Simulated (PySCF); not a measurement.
Input of a run (PBE0-D3(BJ)/def2-SVP geometry optimisation, gas phase (PySCF 2.14.0)), started from GFN2-xTB:
```
{"job": {"xc": "PBE0", "basis": "def2-SVP", "d3": "d3bj", "grid": 1, "maxiter": 40, "shake": 0.03, "kind": "geom"}, "charge": 0, "multiplicity": 1}
As     0.065960    -0.070100     0.858620
O      1.440550     0.454110    -0.099790
C      2.528060    -0.386320    -0.082960
H      3.133940    -0.405720     0.931780
H      3.301540     0.022050    -0.790060
H      2.319760    -1.379660    -0.376060
O     -1.108990     1.022270    -0.079380
C     -0.917350     2.447370    -0.080920
H     -1.156200     2.865070     0.986610
H     -1.699810     2.830060    -0.739040
H      0.016250     2.698240    -0.361200
O     -0.308350    -1.496110    -0.044800
C     -1.710330    -2.021990    -0.045640
H     -1.920400    -2.407580     1.007220
H     -1.640750    -2.924320    -0.712550
H     -2.378230    -1.281300    -0.305400
```

Output (energies in Eh, forces in Eh/bohr):
```
step   0  E = -2580.05995935  max force = 0.088883
step   1  E = -2580.08962342  max force = 0.022642
step   2  E = -2580.09121345  max force = 0.006380
step   3  E = -2580.09138940  max force = 0.001002
step   4  E = -2580.09143187  max force = 0.000894
step   5  E = -2580.09151215  max force = 0.001625
step   6  E = -2580.09160234  max force = 0.002136
step   7  E = -2580.09180438  max force = 0.001967
step   8  E = -2580.09188675  max force = 0.001067
step   9  E = -2580.09193985  max force = 0.000685
step  10  E = -2580.09196190  max force = 0.000614
step  11  E = -2580.09198333  max force = 0.000393
step  12  E = -2580.09199581  max force = 0.000348
optimisation converged
```

Task: Summarise the run.

Result: The energy falls by 84.1 kJ/mol over 13 energy and gradient evaluations, the largest force component goes from 0.0889 to 3.5e-04 Eh/bohr, and the atoms move by 0.220 Å rms after alignment. The bond that changes most is C8–H11 (ends: carbon bonded to O and 3 H; hydrogen on carbon), which lengthens by 0.097 Å. Bonds longer at the end by more than 0.005 Å: 7 of 15; shorter: 8. Among the angles that change most is H15–C13–H16, from 117.9° to 108.3°. Among the dihedrals that turn most is As1–O2–C3–H4, from -72° to -50°. The energy never rose by more than 1e-6 Eh on the way. The first step brought 93 % of the lowering.

Task: What are the final bond lengths?

Result: As1–O2 1.778 Å, As1–O7 1.778 Å, As1–O12 1.777 Å, O2–C3 1.405 Å, C3–H4 1.107 Å, C3–H5 1.100 Å, C3–H6 1.104 Å, O7–C8 1.406 Å, C8–H9 1.107 Å, C8–H10 1.100 Å, C8–H11 1.104 Å, O12–C13 1.404 Å, C13–H14 1.107 Å, C13–H15 1.100 Å, C13–H16 1.104 Å. Numbering counts from 1 in the input's order; the species is As(OMe)3, `CO[As](OC)OC`.

The run used 161 basis functions and 88 SCF cycles in all. Hardware: one thread of an AMD EPYC, no GPU, shared host with 64 logical CPUs at a one-minute load of 58. Cost: 6.9 min wall, 0.70 GiB resident at most.

No frequency check. One conformer, not necessarily the lowest.
